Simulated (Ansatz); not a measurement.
Steps of a relaxation of C$_{3}$H$_{7}$AlCl$_{2}$, SMILES `C[CH](C)[Al]([Cl])[Cl]` with RKS PBE0-D4/def2-TZVP.

```sh
$ ansatz run in.yaml --threads 4 --pin off --events-out ev --progress --plain --max-ram 11315MiB
```

```yaml
crystal:
  periodic: [false, false, false]
  atoms:
    - {symbol: C, position_ang: [0.153155, 1.073484, -1.025854]}
    - {symbol: C, position_ang: [-0.281373, -0.209840, -0.294064]}
    - {symbol: C, position_ang: [0.886309, -1.201621, -0.138769]}
    - {symbol: Al, position_ang: [-1.077147, 0.217532, 1.455107]}
    - {symbol: Cl, position_ang: [-3.078300, -0.254054, 1.959307]}
    - {symbol: Cl, position_ang: [0.072697, 1.196485, 2.939961]}
    - {symbol: H, position_ang: [0.599419, 0.832244, -2.016749]}
    - {symbol: H, position_ang: [-0.693640, 1.767308, -1.211080]}
    - {symbol: H, position_ang: [0.923435, 1.633034, -0.453716]}
    - {symbol: H, position_ang: [-1.092164, -0.699716, -0.879421]}
    - {symbol: H, position_ang: [0.573448, -2.161654, 0.323089]}
    - {symbol: H, position_ang: [1.331767, -1.446524, -1.129097]}
    - {symbol: H, position_ang: [1.702793, -0.781479, 0.486185]}
basis:
  gaussian: {orbitals: def2-TZVP}
hamiltonian: {xc: pbe0, dispersion: d4}
relax: {f_tol: 0.005, max_steps: 150}
```

Positions (Å) and forces (eV/Å) along the path, 7 of 7 steps:

```xyz
13
step=1 energy=-34858.7572 eV
C     0.153    1.073   -1.026    0.146    0.199   -0.162
C    -0.281   -0.210   -0.294   -0.223   -0.112   -0.105
C     0.886   -1.202   -0.139    0.256   -0.144   -0.025
Al   -1.077    0.218    1.455   -0.043    0.040    0.131
Cl   -3.078   -0.254    1.959    0.378    0.090   -0.091
Cl    0.073    1.196    2.940   -0.212   -0.181   -0.271
H     0.599    0.832   -2.017   -0.217    0.091    0.480
H    -0.694    1.767   -1.211    0.393   -0.347    0.100
H     0.923    1.633   -0.454   -0.376   -0.283   -0.253
H    -1.092   -0.700   -0.879    0.404    0.226    0.245
H     0.573   -2.162    0.323    0.129    0.471   -0.221
H     1.332   -1.447   -1.129   -0.229    0.134    0.463
H     1.703   -0.781    0.486   -0.407   -0.183   -0.291
13
step=2 energy=-34858.8027 eV
C     0.156    1.061   -1.020    0.013    0.093   -0.052
C    -0.288   -0.210   -0.289   -0.054   -0.032   -0.043
C     0.881   -1.189   -0.142    0.068   -0.081    0.018
Al   -1.073    0.218    1.452    0.001   -0.005   -0.016
Cl   -3.055   -0.248    1.956    0.067    0.015   -0.016
Cl    0.066    1.187    2.923   -0.032   -0.036   -0.060
H     0.602    0.814   -1.995   -0.064    0.023    0.145
H    -0.680    1.749   -1.211    0.120   -0.086    0.022
H     0.915    1.612   -0.448   -0.105   -0.079   -0.076
H    -1.084   -0.696   -0.876    0.118    0.072    0.087
H     0.575   -2.143    0.309    0.051    0.127   -0.061
H     1.321   -1.420   -1.124   -0.070    0.044    0.137
H     1.684   -0.770    0.480   -0.113   -0.054   -0.085
13
step=3 energy=-34858.8061 eV
C     0.154    1.061   -1.018    0.014   -0.011   -0.001
C    -0.288   -0.209   -0.289   -0.032    0.003    0.027
C     0.878   -1.188   -0.139    0.007    0.013   -0.009
Al   -1.073    0.216    1.447    0.002   -0.005   -0.017
Cl   -3.049   -0.249    1.951   -0.006   -0.001    0.005
Cl    0.072    1.182    2.909    0.008    0.005    0.008
H     0.600    0.812   -1.987    0.006   -0.001   -0.010
H    -0.676    1.747   -1.210   -0.007   -0.002    0.002
H     0.910    1.609   -0.448    0.006    0.005    0.006
H    -1.079   -0.693   -0.873   -0.003   -0.005   -0.011
H     0.576   -2.139    0.309   -0.007   -0.001    0.002
H     1.316   -1.415   -1.118    0.007   -0.003   -0.009
H     1.677   -0.770    0.480    0.006    0.004    0.007
13
step=4 energy=-34858.8062 eV
C     0.155    1.060   -1.017   -0.003    0.006   -0.001
C    -0.290   -0.209   -0.289   -0.002    0.001    0.000
C     0.878   -1.186   -0.140    0.001   -0.006    0.004
Al   -1.073    0.216    1.447    0.000   -0.001   -0.004
Cl   -3.050   -0.248    1.954    0.000    0.001    0.002
Cl    0.074    1.182    2.908    0.002    0.000   -0.001
H     0.602    0.810   -1.986    0.001   -0.002    0.000
H    -0.675    1.746   -1.211   -0.001    0.003   -0.002
H     0.910    1.608   -0.446    0.001    0.001    0.002
H    -1.080   -0.693   -0.875    0.001   -0.001   -0.002
H     0.576   -2.138    0.307    0.001   -0.004    0.001
H     1.318   -1.413   -1.118    0.000    0.001   -0.001
H     1.676   -0.768    0.481    0.001    0.002    0.002
13
step=5 energy=-34858.8062 eV
C     0.154    1.060   -1.018   -0.001    0.004   -0.001
C    -0.290   -0.210   -0.290   -0.005   -0.001   -0.004
C     0.878   -1.186   -0.139    0.002   -0.004    0.003
Al   -1.074    0.215    1.446    0.000   -0.001    0.002
Cl   -3.050   -0.248    1.958    0.002    0.001    0.000
Cl    0.077    1.180    2.905    0.001    0.000   -0.001
H     0.604    0.811   -1.986    0.000    0.000    0.002
H    -0.675    1.745   -1.213    0.001    0.000    0.000
H     0.908    1.609   -0.445   -0.001    0.000    0.000
H    -1.080   -0.694   -0.877    0.003    0.001    0.000
H     0.575   -2.138    0.307    0.001    0.000    0.000
H     1.319   -1.411   -1.117   -0.001    0.001    0.001
H     1.674   -0.768    0.484   -0.001    0.000    0.000
13
step=6 energy=-34858.8063 eV
C     0.154    1.060   -1.017    0.000    0.001    0.001
C    -0.292   -0.211   -0.291   -0.002   -0.002   -0.003
C     0.877   -1.186   -0.139    0.002    0.000   -0.001
Al   -1.074    0.214    1.445   -0.002    0.005    0.001
Cl   -3.049   -0.246    1.961    0.001   -0.001    0.001
Cl    0.081    1.180    2.901   -0.001   -0.002   -0.001
H     0.607    0.812   -1.984    0.000    0.000    0.001
H    -0.676    1.745   -1.214    0.001   -0.002    0.000
H     0.905    1.609   -0.442   -0.001    0.000   -0.001
H    -1.079   -0.695   -0.881    0.002    0.001    0.002
H     0.575   -2.139    0.305    0.000    0.001   -0.001
H     1.321   -1.409   -1.116    0.000    0.000    0.002
H     1.671   -0.767    0.487   -0.001   -0.001   -0.001
13
step=7 energy=-34858.8063 eV
C     0.154    1.060   -1.018    0.001   -0.002    0.000
C    -0.292   -0.210   -0.292    0.000    0.002   -0.001
C     0.877   -1.186   -0.138    0.000    0.001    0.000
Al   -1.074    0.215    1.444    0.001   -0.004    0.003
Cl   -3.048   -0.247    1.962   -0.001    0.001    0.000
Cl    0.082    1.178    2.901   -0.001    0.001   -0.001
H     0.608    0.812   -1.984    0.000    0.001   -0.001
H    -0.676    1.745   -1.216    0.000    0.000    0.000
H     0.905    1.610   -0.442    0.000    0.000    0.000
H    -1.079   -0.695   -0.881    0.000    0.000    0.001
H     0.574   -2.139    0.305    0.000    0.000    0.000
H     1.322   -1.409   -1.115    0.000    0.000    0.000
H     1.670   -0.767    0.488    0.000    0.000    0.000
```

It took 50 s on 4 threads of an Arm Neoverse V2 on a shared host, with 0.85 GiB of host memory at the peak.
